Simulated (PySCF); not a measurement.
Isomers of C4H9ClOSi, mass 136.011 u with the commonest isotopes. Method: wB97X-D/def2-SVPD in PySCF (dipole) on a GFN2-xTB geometry, gas phase. One conformer each, none proved a minimum here; rigid rotors.

Question: Order these by rotational constant A, largest first.
A. `[CH3:1][O:2][Si@@H:3]([Cl:4])[CH:5]1[CH2:6][CH2:7]1` with C1–O2–Si3–Cl4 51°, O2–Si3–C5–C6 -159°
B. `[CH2:1]=[C:2]([CH3:3])[O:4][SiH2:5][CH2:6][Cl:7]` with C1–C2–O4–Si5 1°, C2–O4–Si5–C6 -179°, O4–Si5–C6–Cl7 -178°
C. `[CH2:1]=[CH:2][CH2:3][Si@@H:4]([OH:5])[CH2:6][Cl:7]` with C1–C2–C3–Si4 -108°, C2–C3–Si4–O5 -61°, C3–Si4–O5–H 162°, C3–Si4–C6–Cl7 -168°
D. `[CH3:1][O:2][C@@H:3]1[CH2:4][C@H:5]1[SiH2:6][Cl:7]` with C1–O2–C3–C4 153°, C4–C5–Si6–Cl7 152°
E. `[CH3:1][O:2][C@@H:3]1[CH2:4][C@@H:5]1[SiH2:6][Cl:7]` with C1–O2–C3–C4 -79°, C4–C5–Si6–Cl7 118°
F. `[Cl:1][C@H:2]1[CH2:3][O:4][CH2:5][CH2:6][SiH2:7]1` with Cl1–C2–C3–O4 179°, C2–C3–O4–C5 -73°, C3–O4–C5–C6 74°, O4–C5–C6–Si7 -57°

Answer: B (6125 MHz), E (4619 MHz), F (3021 MHz), C (2813 MHz), D (2657 MHz), A (2548 MHz).

Question: Order these by dipole moment, largest first.
A. `[CH3:1][O:2][Si@@H:3]([Cl:4])[CH:5]1[CH2:6][CH2:7]1` with C1–O2–Si3–Cl4 51°, O2–Si3–C5–C6 -159°
B. `[CH2:1]=[C:2]([CH3:3])[O:4][SiH2:5][CH2:6][Cl:7]` with C1–C2–O4–Si5 1°, C2–O4–Si5–C6 -179°, O4–Si5–C6–Cl7 -178°
C. `[CH3:1][O:2][C@@H:3]1[CH2:4][C@@H:5]1[SiH2:6][Cl:7]` with C1–O2–C3–C4 -79°, C4–C5–Si6–Cl7 118°
D. `[CH3:1][O:2][C@@H:3]1[CH2:4][C@H:5]1[SiH2:6][Cl:7]` with C1–O2–C3–C4 153°, C4–C5–Si6–Cl7 152°

Answer: C (3.28 D), B (2.28 D), A (1.12 D), D (0.68 D).

Question: Order these by out-of-plane moment Σ m c² = (Ia + Ib − Ic)/2, smallest first.
A. `[CH3:1][O:2][C@@H:3]1[CH2:4][C@@H:5]1[SiH2:6][Cl:7]` with C1–O2–C3–C4 -79°, C4–C5–Si6–Cl7 118°
B. `[CH3:1][O:2][Si@@H:3]([Cl:4])[CH:5]1[CH2:6][CH2:7]1` with C1–O2–Si3–Cl4 51°, O2–Si3–C5–C6 -159°
C. `[CH2:1]=[CH:2][CH2:3][Si@@H:4]([OH:5])[CH2:6][Cl:7]` with C1–C2–C3–Si4 -108°, C2–C3–Si4–O5 -61°, C3–Si4–O5–H 162°, C3–Si4–C6–Cl7 -168°
D. `[CH3:1][O:2][C@@H:3]1[CH2:4][C@H:5]1[SiH2:6][Cl:7]` with C1–O2–C3–C4 153°, C4–C5–Si6–Cl7 152°
E. `[CH2:1]=[C:2]([CH3:3])[O:4][SiH2:5][CH2:6][Cl:7]` with C1–C2–O4–Si5 1°, C2–O4–Si5–C6 -179°, O4–Si5–C6–Cl7 -178°
F. `[Cl:1][C@H:2]1[CH2:3][O:4][CH2:5][CH2:6][SiH2:7]1` with Cl1–C2–C3–O4 179°, C2–C3–O4–C5 -73°, C3–O4–C5–C6 74°, O4–C5–C6–Si7 -57°

Answer: E (6.10 u·Å²), D (15.57 u·Å²), F (16.81 u·Å²), A (22.95 u·Å²), B (23.45 u·Å²), C (44.41 u·Å²).

| SMILES | point group | Ia (u·Å²) | Ib (u·Å²) | Ic (u·Å²) | κ | μa (D) | μb (D) | μc (D) |
| --- | --- | --- | --- | --- | --- | --- | --- | --- |
| CO[Si@@H](Cl)C1CC1 | C1 | 198.33 | 403.35 | 554.77 | -0.58 | 0.07 | 1.09 | 0.27 |
| CO[C@@H]1C[C@H]1[SiH2]Cl | C1 | 190.22 | 475.34 | 634.42 | -0.71 | 0.23 | 0.62 | 0.16 |
| C=CC[Si@@H](O)CCl | C1 | 179.69 | 534.62 | 625.49 | -0.86 | 0.93 | 0.38 | 0.60 |
| CO[C@@H]1C[C@@H]1[SiH2]Cl | C1 | 109.41 | 602.13 | 665.63 | -0.96 | 3.14 | 0.92 | 0.26 |
| C=C(C)O[SiH2]CCl | near Cs | 82.51 | 773.63 | 843.94 | -0.98 | 2.10 | 0.90 | 0.05 |
| Cl[C@H]1COCC[SiH2]1 | C1 | 167.29 | 388.15 | 521.82 | -0.68 | 2.04 | 0.92 | 0.17 |
